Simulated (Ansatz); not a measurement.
**How methods differ on InH3 (SMILES [InH3])**

The species is InH3 (4 atoms), meant as a singlet with charge 0. As SMILES, `[InH3]`. The coordinates come from a PBE0-D4/def2-TZVP relaxation.

```xyz
4

In    0.0139   -0.0151   -0.0051
H     0.4155    1.5160    0.6782
H    -1.0956   -0.1073   -1.3214
H     0.7218   -1.4540    0.6280
```

Quantity: the energy change with the In1–H3 bond stretched from 1.724 to 2.155 Å, in eV. The values are calculated.

```
                      level                    kind  program  value (eV)  less FCI/STO-3G
     HF/STO-3G (restricted)            Hartree–Fock   Ansatz        1.48            +0.33
  SVWN5/STO-3G (restricted)                     LDA   Ansatz        1.39            +0.24
 revPBE/STO-3G (restricted)                     GGA   Ansatz        1.23            +0.08
r2SCAN0/STO-3G (restricted)         hybrid meta-GGA   Ansatz        1.39            +0.24
wB97M-V/STO-3G (restricted)  range-separated hybrid   Ansatz        1.41            +0.26
 B2PLYP/STO-3G (restricted)           double hybrid   Ansatz        1.35            +0.20
RPA@PBE/STO-3G (restricted)                     RPA   Ansatz        1.12            -0.03
CCSD(T)/STO-3G (restricted)   coupled cluster or CI   Ansatz        1.16            +0.01
 CCSDTQ/STO-3G (restricted)   coupled cluster or CI   Ansatz        1.15             0.00
                 FCI/STO-3G      exact in the basis   Ansatz        1.15             0.00
```

FCI/STO-3G is exact within its basis and frozen core, so for wave-function methods in that basis the difference is their error; functionals converge differently with the basis, so for them it is only a difference. All-electron rows without a relativistic Hamiltonian named are non-relativistic. The first shape isn't each level's own minimum. The values span 1.12 to 1.48 eV. All rows use very small basis sets, so even the best lies far from the true value. In the correlated wave-function rows the outer d shell of In is correlated, in sets not made for it.
